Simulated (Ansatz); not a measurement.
**A geometry optimisation of FGaH2O2S with B3LYP/6-31G***

The starting geometry of this gas-phase singlet was optimised with GFN2-xTB; its bonds are those of `[OH][Ga]([OH])[S]F`.

```xyz
7

F    -2.1945   -2.7029   -0.4327
Ga   -3.3359   -1.4676    1.7872
O    -3.0756    0.0593    0.9852
O    -4.0684   -1.5151    3.3624
S    -2.7889   -3.4697    0.9434
H    -2.6720    0.1475    0.1234
H    -4.3612   -0.7440    3.8449
```

Q: Predict what becomes of its bonds when it is optimised with B3LYP/6-31G*.

A: It keeps its bonds, and is `[OH][Ga]([OH])[S]F`.

The energy falls by 0.19 eV over 12 steps:

| step | E − E(last) (eV) |
| --- | --- |
| 1 | 0.190 |
| 2 | 0.111 |
| 3 | 0.066 |
| 5 | 0.012 |
| 6 | 0.004 |
| 7 | 0.003 |
| 8 | 0.002 |
| 10 | 0.000 |
| 11 | 0.000 |
| 12 | 0.000 |

Final geometry (Å):

```xyz
7

F    -2.1623   -2.6497   -0.5135
Ga   -3.3623   -1.4830    1.8475
O    -3.0903    0.0860    1.0179
O    -4.1218   -1.5406    3.4691
S    -2.7549   -3.3948    0.8651
H    -2.6720   -0.0676    0.1544
H    -4.3327   -0.6427    3.7734
```

Frequencies at the end are all real (lowest 75 cm⁻¹). Run with Ansatz 0.2.0, 2.1 min on 1 thread of Intel(R) Xeon(R) Processor @ 2.50GHz (Skylake/Cascade Lake), with other jobs on the host.
